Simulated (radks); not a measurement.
Neutral scandium, 21 electrons, occupied as [Ar] 3d1 4s1 5p1 (not the ground configuration). Calculated with a radial shooting solver on a logarithmic mesh with Libxc functionals: scalar-relativistic Kohn-Sham, PBE, spin-unpolarised, spherical densities, point nucleus.

X-ray form factor f0, the Fourier transform of the density (f0(0) = 21):

| sin(theta)/lambda (1/angstrom) | f0 (electrons) |
|---|---|
| 0.05 | 19.441 |
| 0.1 | 18.241 |
| 0.15 | 16.690 |
| 0.2 | 15.175 |
| 0.25 | 13.753 |
| 0.3 | 12.436 |
| 0.4 | 10.238 |
| 0.5 | 8.696 |
| 0.6 | 7.684 |
| 0.8 | 6.450 |
| 1 | 5.490 |
| 1.25 | 4.339 |
| 1.5 | 3.348 |
| 2 | 2.092 |
